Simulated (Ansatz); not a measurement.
# Molecular dynamics of BF2H4NSi

Input file:

```yaml
crystal:
  periodic: [false, false, false]
  atoms:
    - { symbol: F, position_ang: [-2.254633, 0.271432, 1.315017] }
    - { symbol: B, position_ang: [-1.357649, -0.292688, 0.508367] }
    - { symbol: "N", position_ang: [-0.199807, 0.43763, 0.118208] }
    - { symbol: Si, position_ang: [1.431533, -0.174355, -0.880951] }
    - { symbol: F, position_ang: [2.539484, 0.760334, -0.112794] }
    - { symbol: H, position_ang: [-1.562653, -1.403996, 0.089567] }
    - { symbol: H, position_ang: [-0.099517, 1.395232, 0.466337] }
    - { symbol: H, position_ang: [1.588666, -1.550441, -0.300741] }
    - { symbol: H, position_ang: [0.002977, 0.510651, -1.220109] }
magnetization:
  spin_polarized: true
basis:
  gaussian: { orbitals: def2-SVP }
hamiltonian:
  xc: b3lyp
  dispersion: d4
md:
  timestep: 0.5
  n_steps: 200
  ensemble: nve
  temperature: 100.0
  initial_velocities: maxwell_boltzmann
  seed: 6594
```

Launched with:

```bash
$ ansatz run input.yaml --threads 2 --pin off --max-ram 3072MiB --backend cpu --events-out ev --progress --plain --runs-dir out
```

It starts at the highest image of a converged band. Of that band: Neighbouring images differ by up to 3.2 eV, so the band resolves the path poorly. A vibrational analysis at the climbing image gives one clearly imaginary mode, 1456i cm⁻¹: a first-order saddle point.

Output, in part (step lines, the closing report, with atoms numbered from 0):

```
md step     0: t =     0.00 fs  T =   100.0 K  F+E_penalty+E_count = -15536.83298347 eV  E_kin = 0.090482 eV  conserved = -15536.74250147 eV  (30 SCF iters)
md step     1: t =     0.50 fs  T =    99.2 K  F+E_penalty+E_count = -15536.83228654 eV  E_kin = 0.089791 eV  conserved = -15536.74249519 eV  (28 SCF iters)
md step     2: t =     1.00 fs  T =    97.1 K  F+E_penalty+E_count = -15536.83031289 eV  E_kin = 0.087839 eV  conserved = -15536.74247439 eV  (29 SCF iters)
md step     3: t =     1.50 fs  T =    93.9 K  F+E_penalty+E_count = -15536.82739691 eV  E_kin = 0.084952 eV  conserved = -15536.74244512 eV  (28 SCF iters)
md step     4: t =     2.00 fs  T =    90.2 K  F+E_penalty+E_count = -15536.82400456 eV  E_kin = 0.081589 eV  conserved = -15536.74241539 eV  (29 SCF iters)
md step     5: t =     2.50 fs  T =    86.4 K  F+E_penalty+E_count = -15536.82060844 eV  E_kin = 0.078216 eV  conserved = -15536.74239218 eV  (29 SCF iters)
md step     6: t =     3.00 fs  T =    83.1 K  F+E_penalty+E_count = -15536.81757795 eV  E_kin = 0.075199 eV  conserved = -15536.74237937 eV  (29 SCF iters)
md step     7: t =     3.50 fs  T =    80.4 K  F+E_penalty+E_count = -15536.81511943 eV  E_kin = 0.072743 eV  conserved = -15536.74237634 eV  (29 SCF iters)
[... lines left out ...]
Total energy: -15537.42099684 eV, -570.9896899916 hartree
Atom 0 at    -2.495887     0.201983     1.233500 Å, force    -0.892830    -0.507088     0.321374 eV/Å
Atom 1 at    -1.334540    -0.224443     0.750771 Å, force     0.290803     1.914279    -0.879207 eV/Å
Atom 2 at    -0.495409     0.914716     0.406697 Å, force     2.359523    -2.764881     0.403830 eV/Å
Atom 3 at     1.850586    -0.471711    -1.106399 Å, force     0.004124     0.122577     0.146650 eV/Å
Atom 4 at     2.363537     0.823129    -0.190985 Å, force     0.120143    -0.031174    -0.196657 eV/Å
Atom 5 at    -1.229303    -1.402842     0.462351 Å, force     0.473665     0.347434     0.341772 eV/Å
Atom 6 at     0.558643     0.908632     0.535012 Å, force    -1.783653     0.026161    -0.278272 eV/Å
Atom 7 at     1.506348    -1.325829     0.133457 Å, force    -0.038034    -0.106307    -0.121022 eV/Å
Atom 8 at    -0.858854     1.820483     0.587438 Å, force    -0.533741     0.998999     0.261532 eV/Å
Dipole moment:     0.221180    -0.012699    -0.067356 e Å
```

The steps, from the saved trajectory:

```
time (fs)  T (K)  potential energy less start (eV)  conserved less start (meV/atom)
      0.0    100                             0.000                             0.00
      3.0     83                             0.015                             0.01
      6.0     78                             0.020                             0.02
      9.0    154                            -0.048                             0.04
     12.0    371                            -0.246                            -0.10
     15.0    455                            -0.320                             0.08
     18.0    619                            -0.470                            -0.09
     21.0    627                            -0.477                             0.03
     24.0    793                            -0.628                            -0.09
     27.0    902                            -0.728                            -0.24
     30.0    745                            -0.583                             0.07
     33.0    902                            -0.728                            -0.29
     36.0    808                            -0.641                            -0.11
     39.0    675                            -0.520                             0.04
     42.0    713                            -0.556                            -0.21
     45.0    520                            -0.379                             0.10
     48.0    451                            -0.318                            -0.03
     51.0    408                            -0.279                            -0.07
     54.0    321                            -0.198                             0.15
     57.0    412                            -0.283                            -0.14
     60.0    335                            -0.213                             0.01
     63.0    320                            -0.199                            -0.01
     66.0    369                            -0.246                            -0.21
     69.0    278                            -0.161                             0.03
     72.0    390                            -0.263                            -0.13
     75.0    554                            -0.414                            -0.30
     78.0    494                            -0.357                             0.01
     81.0    573                            -0.430                            -0.23
     84.0    506                            -0.369                            -0.20
     87.0    462                            -0.327                             0.01
     90.0    654                            -0.503                            -0.19
     93.0    731                            -0.572                            -0.13
     96.0    735                            -0.575                            -0.06
     99.0    743                            -0.583                            -0.11
```

All steps were run. The conserved energy stayed within 0.3 meV per atom of its start (net change -0.15 meV per atom), so the integration is sound. The system heated up, since it started high on the potential surface and ran downhill. A run of 0.1 ps of so small a system gives no equilibrium averages. The orbitals stay closed-shell, which can raise the energy where a bond breaks towards radicals; this wasn't checked here.

The step under study would form N3–H9 and break Si4–H9. These pairs go: N3–H9 1.36 → 0.99 Å, Si4–H9 1.62 → 3.93 Å. In the last frame they stand as after the step (other bonds may differ from the relaxed reactants and products). Also parted: N3–Si4 2.01 → 3.12 Å. It ends as BFH3N + FHSi. Pairs count as bonded within 1.25 times the sum of covalent radii (0.12 Å more for H–H).

Last frame:

```xyz
9
Properties=species:S:1:pos:R:3
F -2.496 0.202 1.234
B -1.335 -0.224 0.751
N -0.495 0.915 0.407
Si 1.851 -0.472 -1.106
F 2.364 0.823 -0.191
H -1.229 -1.403 0.462
H 0.559 0.909 0.535
H 1.506 -1.326 0.134
H -0.859 1.821 0.587
```

The run took 11 min on 2 threads of Arm Neoverse V1, with other jobs on the host, peak memory 0.26 GiB.
